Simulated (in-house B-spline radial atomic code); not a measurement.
Configurations of Tc⁶⁺, with energies counted from [Kr] 4d1. Level of theory: scalar-relativistic (X2C) LC-wPBE, spin-polarised, spherical fractional occupations, exact exchange averaged over the configuration, Fermi nucleus of rms radius 4.41117 fm; calculated with an all-electron radial atomic-structure program (B-spline basis). Shells without spins written out take the highest spin.

Occupations are held fixed; configurations that lie above the ionisation limit could autoionise.

| configuration | E - E(ref) (eV) | highest orbital | its <r> (bohr) |
| --- | --- | --- | --- |
| [Kr] 4f1 | 39.708 | 4f up | 1.895 |
| [Kr] 5d1 | 43.983 | 5d up | 2.852 |
| [Ar] 3d10 4s2 4p5 4d1 5s1 | 63.829 | 5s up | 2.133 |
| [Ar] 3d9 4s2 4p6 4d1 5p1 | 295.92 | 5p up | 2.315 |
| [Ar] 3d9 4s2 4p6 4d1 5f1 | 323.96 | 5f up | 3.572 |

Order these further configurations by energy, lowest first.
A. [Kr] 5s1
B. [Ar] 3d10 4s2 4p5 4d1 5p1
C. [Ar] 3d9 4s2 4p6 4d2
D. [Ar] 3d9 4s2 4p6 4d1 4f1
E. [Ar] 3d9 4s2 4p6 4d1 5s1

A (20.804 eV), B (73.389 eV), C (262.51 eV), E (286.28 eV), D (304.76 eV).

How far above the reference does [Ar] 3d10 4s2 4p5 4d1 4f1 lie?

82.098 eV; its least bound orbital is 4f up with <r> = 1.834 bohr.
